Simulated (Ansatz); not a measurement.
Reaction (isomerisation): `BC1OC1=C` → `OCB1C=C1`

Gas-phase electronic energies from Ansatz, PBE0-D4/def2-TZVP geometries. CCSD(T)/CBS adds triple-zeta CCSD(T) − MP2 to the extrapolated MP2 energy (def2 sets, frozen cores). DFT in def2-TZVPP. One conformer a species, not always the lowest.

```csv
species,r2SCAN-D4 energy (Eh)
`BC1OC1=C`,-217.25694
`OCB1C=C1`,-217.29185
```

Q: Work out ΔE.

A: ΔE = (-217.29185) − (-217.25694) = -0.03491 Eh = -91.7 kJ/mol. CCSD(T)/CBS gives -104.8 kJ/mol.

Largest T1 diagnostic among the species: 0.014.

From PBE to PBE0 (25 % exact exchange), in def2-TZVPP and without D4, ΔE moves by −15.4 kJ/mol. In def2-TZVPP, CCSD(T) changes the Hartree–Fock value by +14.6 kJ/mol (the triples alone add +5.2 kJ/mol) and MP2 by +10.0 kJ/mol. At CCSD(T), def2-SVP lies +8.9 kJ/mol from the extrapolated value and def2-TZVPP +5.1 kJ/mol.
